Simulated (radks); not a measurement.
Results of a calculation; reference values are marked as such.
Problem. Species: the technetium ion Tc23+. Configuration: [Ar] 3d1 4p1 (not the ground configuration). Code: a radial shooting solver on a logarithmic mesh with Libxc functionals. Model: Dirac Kohn-Sham, PBE, spin-unpolarised, spherical densities, point nucleus; open shells fill j = l - 1/2 first. Some entries of the table are withheld. Estimate them.

| orbital | occ. | eigenvalue (Ry) | <r^2> (bohr^2) |
|---|---|---|---|
| 1s1/2 | 2 | (1) | (2) |
| 2s1/2 | 2 | -289.9241 | 0.02589 |
| 2p1/2 | 2 | -273.3357 | (3) |
| 2p3/2 | 4 | -264.5565 | (4) |
| 3s1/2 | 2 | -97.82074 | 0.1634 |
| 3p1/2 | 2 | -91.77469 | 0.1544 |
| 3p3/2 | 4 | -89.88573 | 0.1607 |
| 3d3/2 | 1 | (5) | 0.1288 |
| 3d5/2 | 0 | (6) | 0.1305 |
| 4p1/2 | 1 | -44.90065 | 0.6391 |
| 4p3/2 | 0 | -44.27487 | 0.6576 |

Solution. 
(1) 1s1/2 eigenvalue (Ry): -1604.946
(2) 1s1/2 <r^2> (bohr^2): 0.001587
(3) 2p1/2 <r^2> (bohr^2): 0.01950
(4) 2p3/2 <r^2> (bohr^2): 0.02079
(5) 3d3/2 eigenvalue (Ry): -80.33584
(6) 3d5/2 eigenvalue (Ry): -79.92329
